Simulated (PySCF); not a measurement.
Computed shifts of a molecule C₃H₅BN₂O, PySCF with KT2/pcSseg-1, GIAO, gas phase, equivalent atoms averaged, in ppm (number of nuclei): ¹⁵N: 266.9 (1), 68.6 (1). ¹³C: 154.1 (1), 150.3 (1), 113.5 (1). ¹H: 7.78 (1), 7.61 (1), 5.95 (1), 3.01 (1), 2.75 (1). References: ¹⁵N against NH3 (σ = 266.2 ppm); ¹¹B against BF3 (σ = 89.8 ppm); ¹³C against TMS (σ = 185.1 ppm); ¹⁷O against H2O (σ = 330.4 ppm); ¹H against TMS (σ = 31.47 ppm), references at their B3LYP-D3(BJ)/def2-TZVP geometries, non-relativistic. Geometry optimised at TPSSh-D3(BJ)/def2-SVP. The values are those of a single conformer.

### Question
Which structure fits?
A) CC1=NC=NB1O
B) OB1C=NCN=C1
C) CB1N=CN=CO1
D) NB1C=CN=CO1

### Answer
D, NB1C=CN=CO1
